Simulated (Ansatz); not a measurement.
Basis sets compared for GeMe3(NHiPr) (C₆H₁₇GeN). The state is a singlet with charge 0. Geometry PBE-D4/def2-SVP. Ansatz on 4 threads of Arm Neoverse V1 on a shared host; times are rough, and most runs start from earlier orbitals.

Cartesian coordinates in Å:
```
Ge 0.5663 0.6768 0.7146
C 0.4767 2.5111 1.4222
H -0.3564 2.6037 2.1472
H 0.3189 3.2458 0.6066
H 1.4218 2.7712 1.9400
C 0.9282 -0.5880 2.1800
H 1.1370 -1.6068 1.7993
H 0.0530 -0.6375 2.8575
H 1.8093 -0.2477 2.7618
C 2.0186 0.5517 -0.6245
H 1.8289 1.2437 -1.4693
H 2.1017 -0.4776 -1.0276
H 2.9910 0.8198 -0.1614
N -1.1504 0.3914 0.0357
C -1.5729 -0.7014 -0.8400
C -1.0701 -2.0497 -0.3160
C -1.1834 -0.5033 -2.3174
H -1.5762 1.2783 -0.2551
H -2.6893 -0.7375 -0.7991
H 0.0372 -2.1210 -0.3851
H -1.4888 -2.8854 -0.9119
H -1.3576 -2.1952 0.7445
H -0.0798 -0.5123 -2.4405
H -1.6074 -1.3012 -2.9645
H -1.5563 0.4710 -2.6971
```

Binding counts from free atoms (Ge triplet, C triplet, H doublet, N quartet) in the same basis, without a counterpoise term.

```tsv
level	functions	energy (Eh)	HOMO (eV)	LUMO (eV)	binding per atom (eV)	wall time
PBE-D4/def2-SVP	215	-2369.4708	-4.64	0.49	4.00	3.4 s
PBE0-D4/def2-SVP	215	-2369.5856	-6.04	1.32	3.96	6 s
```

**Question.** Estimate the rows for PBE-D4/def2-TZVP, PBE0-D4/def2-TZVP (with forces).

**Answer.** 
```tsv
level	functions	energy (Eh)	HOMO (eV)	LUMO (eV)	binding per atom (eV)	wall time
PBE-D4/def2-TZVP	367	-2370.0581	-4.85	-0.04	3.98	7 s
PBE0-D4/def2-TZVP (with forces)	367	-2370.1628	-6.19	0.74	3.93	22 s
```
